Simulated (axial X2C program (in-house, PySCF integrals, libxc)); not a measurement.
Nuclear properties of NCuO²⁺

Computed with an in-house all-electron X2C program for linear molecules (integrals from PySCF): two-component X2C with atomic mean-field Coulomb and Gaunt terms, Gaussian nuclei, basis N dyall-av3z, Cu dyall-v3z, O dyall-av3z with contracted cores.

N–Cu–O held linear, with bonds 1.989 and 1.991 Å (near the PBE0 minimum at charge 2 of the determinant lowest at the starting distance; the state shown can have its own minimum elsewhere, held linear; other orders of the atoms were not compared).

Input and command:
```json
{"zs": [7, 29, 8], "q": 2, "bas": ["dyall-av3z", "dyall-v3z", "dyall-av3z"], "r0": [1.75, 1.72], "symm": 0, "scan": ["PBE0", "HF", "r2SCAN"], "levels": ["PBE0", "HF", "PBE"], "nst": 2}
```
```bash
python solin.py task.json out
```

Keys: zs atomic numbers; q charge; bas basis sets; r0 starting distance in Å; symm equal bonds; scan levels of the two-bond scan; levels methods; nst determinants followed.

Determinant lowest in the PBE0 search, Ω = 2 (⟨Sz⟩ = 2.00, ⟨Lz⟩ = 0.00 at PBE0), spin on the atoms N 1.37, Cu -0.36, O 1.00:

```json
{"level": "PBE0", "Eeff magnitude (GV/cm)": "0.716", "Ws magnitude Cu (kHz)": "0.141", "A∥/gI N (MHz)": "51.8", "qzz N (a.u.)": "0.69", "A∥/gI Cu (MHz)": "-164", "qzz Cu (a.u.)": "2.22", "A∥/gI O (MHz)": "-103", "qzz O (a.u.)": "-2.45"}
{"level": "HF", "Eeff magnitude (GV/cm)": "0.692", "Ws magnitude Cu (kHz)": "0.131", "A∥/gI N (MHz)": "113", "qzz N (a.u.)": "0.34", "A∥/gI Cu (MHz)": "-109", "qzz Cu (a.u.)": "2.39", "A∥/gI O (MHz)": "-58.1", "qzz O (a.u.)": "-2.64"}
{"level": "PBE", "Eeff magnitude (GV/cm)": "0.653", "Ws magnitude Cu (kHz)": "0.127", "A∥/gI N (MHz)": "26", "qzz N (a.u.)": "0.94", "A∥/gI Cu (MHz)": "-245", "qzz Cu (a.u.)": "1.75", "A∥/gI O (MHz)": "-115", "qzz O (a.u.)": "-2.21"}
```

Determinant 0.13 eV from it at PBE0 and this distance, Ω = 3 (⟨Sz⟩ = 2.99, ⟨Lz⟩ = 0.01 at PBE0), spin on the atoms N 1.41, Cu 0.49, O 1.09:

```
level  Eeff magnitude (GV/cm)  Ws magnitude Cu (kHz)  A∥/gI N (MHz)  qzz N (a.u.)  A∥/gI Cu (MHz)  qzz Cu (a.u.)  A∥/gI O (MHz)  qzz O (a.u.)
 PBE0                   0.643                 0.0887           51.9          0.44             235           2.33          -53.6         -2.14
   HF                   0.661                 0.0844           86.5          0.29             121           2.33          -30.5         -2.63
  PBE                   0.417                 0.0554           47.3          0.12             247           1.55          -43.9         -1.52
```

Eeff is the effective electric field on the electron electric dipole moment in this Ω state and Ws the scalar–pseudoscalar constant of the nucleus named (defined with the proton number Z and per Ω); A∥ (defined per Ω) follows by multiplying with gI = μI/(I μN); qzz is the electric field gradient, eQq0 = 234.96 MHz × Q/barn × qzz. The operators were transformed with the bare-nucleus X2C matrices; with these basis sets, hyperfine constants and field gradients can be off by tens of per cent, and where levels differ in sign neither size nor sign is settled.

(1) With Q(63Cu) = -0.22 barn, gI(17O) = -0.7575, Q(17O) = -0.02558 barn (g factors from the IAEA table of nuclear moments by Stone; Q from Pyykkö, Mol. Phys. 2018), turn the PBE0 values of the first state into constants in MHz.

The molecule was held linear; bending was not examined, so a bent shape may lie lower.

Each state is one determinant with collinear spin, which with several unpaired electrons need not be a pure state. Unrestricted Hartree–Fock can overshoot spin polarisation at the nuclei. This is the top spin component of a Σ state; components of lower Ω are not single determinants and can lie lower. With several open shells hyperfine constants can be off by a factor of several. In the state Ω = 2 the atomic spins oppose each other (1.37, -0.36, 1.00): a broken-symmetry determinant whose values are not spin-projected. Open-shell Ω = 0 determinants with evenly filled partner blocks cannot be reached by this program, so the Ω shown need not be the lowest component. At PBE a later determinant lies lower. States lie within half an eV, so the first need not be the ground state. Where a field gradient or hyperfine factor spreads by more than a factor of two over the levels, a constant derived from it is not to be relied on. PBE0 term energies can be off by some tenths of an eV.

Answers

(1) eQq0(63Cu) = 234.96 × (-0.22) × (2.22) = -115 MHz; A∥(17O) = -103 × -0.7575 = 78 MHz; eQq0(17O) = 234.96 × (-0.02558) × (-2.45) = 14.7 MHz.
